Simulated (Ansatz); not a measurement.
B-N bond lengths (Å) of neutral closed-shell molecules, written as SMILES: in each the longest such bond at B3LYP-D3(BJ)/def2-TZVP (Ansatz, an electronic-structure program), beside the same bond after optimisation at B3LYP/LANL2DZ (Ansatz) from that structure, whose symmetry is kept, so that a structure may be a saddle point there. LANL2DZ carries core potentials. B3LYP-D3(BJ)/def2-TZVP serves to compare with and is no measurement.

The rows were drawn at random among computed neutral closed-shell members with both values; the withheld row is one of them. Species whose geometry shows other bonds than their SMILES are left out. Runs that failed or changed their bonding are left out, and none for the size of its difference.

```
species                                 B3LYP/LANL2DZ (Ansatz) (x)  B3LYP-D3(BJ)/def2-TZVP (y)
--------------------------------------  --------------------------  --------------------------
NB(Cl)Cl                                                     1.392                       1.385
N(B(O)O)C                                                    1.428                       1.423
B(F)(N)F                                                     1.392                       1.394
NB(N)O [diaminoborinic acid]                                 1.433                       1.425
CNB(C)C [N-dimethylboranylmethanamine]                       1.415                       1.401
BN (BNH4)                                                    1.405                       1.388
```

Q: Fit y = a + b·x by least squares, and use it for CN(C)B(Br)Br, where B3LYP/LANL2DZ (Ansatz) gives 1.396 Å.

A: Means: x 1.41083, y 1.40267. Sums about the means: Sxx 0.0015468, Sxy 0.0014187. Slope b = Sxy/Sxx = 0.9171, intercept a = mean y - b·mean x = 0.1088; the rows scatter about the line by 0.0060 (root mean square), r² = 0.86. A constant shift would give 1.388 Å. Prediction for CN(C)B(Br)Br: 1.389 Å. The length at B3LYP-D3(BJ)/def2-TZVP is 1.385 Å, so the fit misses by +0.004 Å, against +0.011 Å without it. The fit is meant for species like these alone.
